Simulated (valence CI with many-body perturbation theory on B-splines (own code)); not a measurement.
**E1 transitions of Eu LIX**

Method: valence CI with perturbative core correlation (CI+MBPT): three valence electrons over a frozen Dirac-Fock core [He], a basis of 11 s, 11 p, 9 d, 7 f, 5 g, 2 h, 1 i functions for each j, with the one-electron correlation potential Σ1 (screened to all orders), the two-electron term Σ2, the three-electron term Σ3, Breit, model QED; selected single and double excitations, second order for the rest (own B-spline code, finite nucleus).

No measured spectrum was set against this ion. As an estimate, large intervals hold to a few tenths of a per cent, small ones and those within an open d or f shell to about a per cent.

Lines 1 to 50 of 276 in falling wavelength, among levels below 8820.6 eV, chosen from the strongest by gf and those to the six lowest levels. Wavelengths and rates use the calculated energies. Electric multipoles are in the length gauge, E1 and E2 with the static RPA response of the core. Weak lines are less certain than strong ones. Lines between different terms over intervals too small for the method are left out, as are lines whose strength nearly cancels. The highest levels of a list are the least certain.

Levels are named by their leading jj configuration (3d3/2^4 stands for four electrons in 3d with j = 3/2), which in mixed levels can hold well under half, so a name can repeat and another be missing. Letters in brackets count levels of one name in rising energy.

```tsv
λ vac (Å)	Upper	Lower	A (s⁻¹)	log gf	Branch %
120.9	(2s 2p3/2 3d5/2) J=9/2	(2s 2p3/2 3p3/2) J=7/2	1.25e+10	-0.56	25.6
120.2	(2p1/2 2p3/2 3d5/2) J=9/2	(2p1/2 2p3/2 3p3/2) J=7/2	1.46e+10	-0.50	0.3
119.7	(2s 2p3/2 3d5/2) J=7/2 [a]	(2s 2p3/2 3p3/2) J=5/2 [a]	9.45e+09	-0.79	0.0
119.3	(2p1/2 2p3/2 3d5/2) J=7/2 [b]	(2p1/2 2p3/2 3p3/2) J=5/2 [b]	1.21e+10	-0.69	0.0
119.2	(2p1/2 2p3/2 3d5/2) J=7/2 [a]	(2p1/2 2p3/2 3p3/2) J=5/2 [a]	1.34e+10	-0.64	0.0
119.1	(2s 2p1/2 3d5/2) J=7/2	(2s 2p1/2 3p3/2) J=5/2	1.37e+10	-0.63	0.0
118.9	(2s 2p3/2 3d5/2) J=7/2 [b]	(2s 2p3/2 3p3/2) J=5/2 [b]	1.07e+10	-0.74	0.0
117.2	(2p1/2^2 3d5/2) J=5/2	(2p1/2^2 3p3/2) J=3/2	1.55e+10	-0.72	0.0
116.2	(2s^2 3d5/2) J=5/2	(2s^2 3p3/2) J=3/2	1.19e+10	-0.84	0.0
115.5	(2s 2p1/2 3d5/2) J=5/2 [a]	(2s 2p1/2 3p3/2) J=3/2 [a]	1.39e+10	-0.78	0.0
111.3	(2p1/2 2p3/2 3d5/2) J=5/2 [a]	(2p1/2 2p3/2 3p3/2) J=3/2 [a]	1.20e+10	-0.87	0.0
110.3	(2s 2p1/2 3d5/2) J=5/2 [b]	(2s 2p1/2 3p3/2) J=3/2 [b]	1.43e+10	-0.81	0.0
85.51	(2s 2p1/2 2p3/2) J=3/2 [a]	(2s^2 2p3/2) J=3/2	6.52e+08	-2.54	3.4
68.34	(2s 2p1/2 2p3/2) J=5/2	(2s^2 2p3/2) J=3/2	5.95e+09	-1.60	99.9
59.72	(2s 2p1/2^2) J=1/2	(2s^2 2p1/2) J=1/2	1.55e+10	-1.78	100.0
57.98	(2p1/2^2 3p3/2) J=3/2	(2s 2p1/2 3p3/2) J=1/2	6.96e+10	-0.85	0.0
56.42	(2p1/2^2 2p3/2) J=3/2	(2s 2p1/2 2p3/2) J=1/2	1.07e+10	-1.69	0.5
52.19	(2p1/2 2p3/2 3d3/2) J=5/2 [b]	(2p1/2 2p3/2 3p1/2) J=3/2 [b]	6.15e+10	-0.82	0.0
51.61	(2s 2p1/2 2p3/2) J=1/2	(2s^2 2p3/2) J=3/2	1.26e+10	-2.00	0.4
51.28	(2s 2p1/2 2p3/2) J=3/2 [b]	(2s^2 2p3/2) J=3/2	8.91e+09	-1.85	0.3
49.24	(2s 2p3/2 3d3/2) J=5/2 [a]	(2s 2p3/2 3p1/2) J=5/2	9.60e+10	-0.68	0.0
48.79	(2s 2p3/2 3d3/2) J=5/2 [a]	(2s 2p3/2 3p1/2) J=3/2 [a]	7.29e+10	-0.81	0.0
48.31	(2s 2p3/2 3d3/2) J=7/2	(2s 2p3/2 3p1/2) J=5/2	1.51e+11	-0.38	0.0
48.18	(2s 2p3/2 3d3/2) J=5/2 [b]	(2s 2p3/2 3p1/2) J=3/2 [b]	1.69e+11	-0.45	0.0
48.06	(2s 2p1/2 3d3/2) J=3/2 [a]	(2s 2p1/2 3p1/2) J=1/2 [a]	1.56e+11	-0.67	0.1
48.04	(2p1/2 2p3/2 3d3/2) J=5/2 [a]	(2p1/2 2p3/2 3p1/2) J=3/2 [a]	1.21e+11	-0.60	0.1
47.73	(2s 2p3/2 3d3/2) J=3/2 [a]	(2s 2p3/2 3p1/2) J=3/2 [a]	1.47e+11	-0.70	0.0
47.70	(2s^2 3d3/2) J=3/2	(2s^2 3p1/2) J=1/2	1.65e+11	-0.65	0.0
47.69	(2s 2p1/2 3d3/2) J=5/2	(2s 2p1/2 3p1/2) J=3/2	1.53e+11	-0.50	0.1
47.63	(2s 2p3/2 3p3/2) J=3/2 [a]	(2s 2p3/2 3s) J=3/2 [a]	2.07e+11	-0.55	0.1
47.60	(2p1/2 2p3/2 3d3/2) J=7/2	(2p1/2 2p3/2 3p1/2) J=5/2	1.44e+11	-0.41	1.2
47.51	(2s 2p1/2 3p3/2) J=3/2 [b]	(2s 2p1/2 3s) J=1/2 [b]	1.40e+11	-0.72	0.1
47.29	(2s 2p3/2 3d3/2) J=1/2 [a]	(2s 2p3/2 3p1/2) J=3/2 [a]	1.99e+11	-0.87	0.0
47.25	(2p1/2^2 3d3/2) J=3/2	(2p1/2^2 3p1/2) J=1/2	1.38e+11	-0.73	0.1
46.64	(2s 2p3/2 3p3/2) J=5/2 [b]	(2s 2p3/2 3s) J=3/2 [b]	2.70e+11	-0.28	0.2
46.61	(2p1/2 2p3/2 3p3/2) J=5/2 [a]	(2p1/2 2p3/2 3s) J=3/2 [a]	2.40e+11	-0.33	0.1
46.12	(2p1/2 2p3/2 3p3/2) J=7/2	(2p1/2 2p3/2 3s) J=5/2	2.08e+11	-0.28	0.1
46.11	(2s 2p3/2 3p3/2) J=7/2	(2s 2p3/2 3s) J=5/2	2.82e+11	-0.14	18.9
45.72	(2s 2p1/2 3p3/2) J=1/2	(2s 2p1/2 3s) J=1/2 [b]	2.55e+11	-0.80	0.1
45.35	(2p1/2 2p3/2 3p3/2) J=3/2 [b]	(2p1/2 2p3/2 3s) J=3/2 [b]	1.42e+11	-0.76	0.1
45.04	(2s 2p3/2 3p3/2) J=5/2 [a]	(2s 2p3/2 3s) J=3/2 [a]	1.39e+11	-0.59	0.1
44.53	(2s 2p1/2 3p3/2) J=3/2 [a]	(2s 2p1/2 3s) J=1/2 [a]	2.92e+11	-0.46	0.3
44.50	(2p1/2^2 2p3/2) J=3/2	(2s 2p1/2 2p3/2) J=5/2	5.70e+10	-1.17	2.9
44.24	(2s 2p3/2 3p3/2) J=1/2 [a]	(2s 2p3/2 3s) J=3/2 [a]	2.99e+11	-0.76	0.1
44.18	(2s^2 3p3/2) J=3/2	(2s^2 3s) J=1/2	3.24e+11	-0.42	3.3
44.18	(2s 2p3/2 3p3/2) J=3/2 [b]	(2s 2p3/2 3s) J=3/2 [b]	1.41e+11	-0.78	0.1
43.77	(2s 2p1/2 3p3/2) J=5/2	(2s 2p1/2 3s) J=3/2	2.93e+11	-0.30	1.3
43.69	(2p1/2 2p3/2 3p3/2) J=5/2 [b]	(2p1/2 2p3/2 3s) J=3/2 [b]	1.19e+11	-0.69	0.0
43.49	(2p1/2^2 3p3/2) J=3/2	(2p1/2^2 3s) J=1/2	2.20e+11	-0.60	0.1
43.43	(2s 2p3/2 3p3/2) J=3/2 [b]	(2s 2p3/2 3s) J=1/2	2.02e+11	-0.64	0.1
```

**Question.** How does gf follow from A for the line at 48.04 Å?

**Answer.** gf = 1.4992 × (2J+1)_upper × A / σ², with σ = 2081723 cm⁻¹ and 2J+1 = 6: gf = 0.251.
